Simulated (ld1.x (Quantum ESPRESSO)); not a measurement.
## Before and after: RRKJ potential for boron

- Element: B
- Generator: ld1.x (Quantum ESPRESSO) 7.5
- Type: norm-conserving RRKJ (Kleinman–Bylander form)
- Functional: PBE
- Relativity: scalar-relativistic
- Frozen core: [He]
- Valence charge: 3
- Reference configuration: 2s1.75 2p1.25
- Partial waves: 2s (bound): rc 1.20 bohr; 2p (bound): rc 2.75 bohr
- Local potential: the p channel
- Core correction: Bessel-smoothed model core inside 0.90 bohr

All-electron outer shells of the reference configuration (PBE, scalar-relativistic, ld1.x):

```tsv
shell	level (eV)	outermost node (bohr)	outermost maximum (bohr)
1s	-180.89	–	0.21
2s	-9.57	0.46	1.52
2p	-3.73	–	1.57
```

Change: wave 2p (bound): rc 2.75 bohr becomes 2p (bound): rc 2.44 bohr.

Cutoffs: the cutoffs (Ry, on a coarse ladder) from which the occupation-weighted sum of valence levels, in a spherical-Bessel basis at the reference potential, stays within 10 and 1 mRy of its value at 400 Ry; they do not see the model core or the augmentation charge, which bear on the density cutoff. Errors are all-electron minus pseudo energies relative to the spin-unpolarised reference configuration.

Question: What does the change do?

Answer: The potential gets neither clearly harder nor softer (25 Ry and 40 Ry → 25 Ry and 40 Ry); the s channel sets the loose cutoff, while the largest relative change is in p, which becomes harder; of the 7 tests that both files solve, the error grows in 0 and shrinks in 7 by more than 15 % and 0.3 meV (median size 27.7 → 16.0 meV); neither file shows a bound ghost. Less of the atom is replaced, so other configurations are described better.

```tsv
quantity	base	changed
cutoff, loose	25 Ry	25 Ry
cutoff, tight	40 Ry	40 Ry
loose cutoff by channel (10 mRy a level)	s 21 Ry, p 12 Ry	s 21 Ry, p 15 Ry
bound ghosts	none	none
error for 2s2 2p1, meV [ΔE -1.46 eV]	-0.8	-0.4
error for 2s2 2p0, meV [ΔE 6.76 eV]	+64	+41
error for 2s1 2p0, meV [ΔE 32.18 eV]	+247	+171
error for 2s1 2p2, meV [ΔE 4.39 eV]	-7.0	-3.5
error for 2s1 2p1, meV [ΔE 12.90 eV]	-28	-16
error for 2s0 2p3, meV [ΔE 10.26 eV]	-39	-20
error for 2s2 2p0.5, meV [ΔE 1.43 eV]	+9.3	+5.7
```
